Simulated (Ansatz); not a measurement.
The cluster PtSe₂. Charge 0, multiplicity 5. Geometry PBE0-D4/def2-TZVP; atoms count from 1.

```tsv
atom	x (Å)	y (Å)	z (Å)
Pt1	-0.330	-0.130	-0.516
Se2	-1.604	0.266	1.338
Se3	1.934	-0.135	-0.823
```

In the def2 sets Pt takes a core potential; there is no spin–orbit coupling. At PBE0-D4/def2-TZVP a broken-symmetry singlet of charge 0 lies 0.54 eV below the quintet, each at its own geometry. The structure comes from a short search, and lower isomers may exist.

Q: Estimate the Mulliken populations from the PBE0/def2-TZVP orbitals of Ansatz.

A: 
```csv
atom,charge (e),spin (α − β),d electrons
Pt1,0.28,1.04,8.64
Se2,-0.14,1.48,–
Se3,-0.14,1.48,–
```
Mulliken values and Mayer orders depend strongly on the basis.

Q: Where does the spin sit?

A: Summed by element: Pt 1.04, Se 2.96, of 4 unpaired in all. Largest on single atoms: Se2 1.48, Se3 1.48, Pt1 1.04.

Q: And the Mayer bond orders between bonded heavy atoms (over 0.3)?

A: Pt1–Se2 1.46 (2.28 Å); Pt1–Se3 1.46 (2.28 Å).
